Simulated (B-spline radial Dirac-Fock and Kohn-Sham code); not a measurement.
# Kohn-Sham estimates against Dirac-Fock for the levels of Ca¹³⁺

System: the Ca¹³⁺ ion, configuration [He] 2s2 2p3.

The density-functional columns are spherical, spin-unpolarised Dirac-Kohn-Sham results without Breit or QED terms: −ε is minus the orbital energy of the initial state and ΔSCF the difference of two total energies. The reference in the last column comes from Dirac-Fock energy differences between relaxed states, corrected for Breit and QED terms. All numbers are from a B-spline atomic structure program, in eV; a selection of levels is shown. The Kohn-Sham columns are given as differences from the reference.

| level | LDA −ε − DF | LDA ΔSCF − DF | Dirac-Fock |
| --- | --- | --- | --- |
| K (1s) | -128.1 | +10.0 | 4591.5 |
| L1 (2s) | -34.4 | -1.4 | 870.6 |
| L2,3 (2p) | -37.1 | +0.9 | 810.8 |

Values without a named source are computed, but for edge energies of neutral atoms, which are taken from tables.
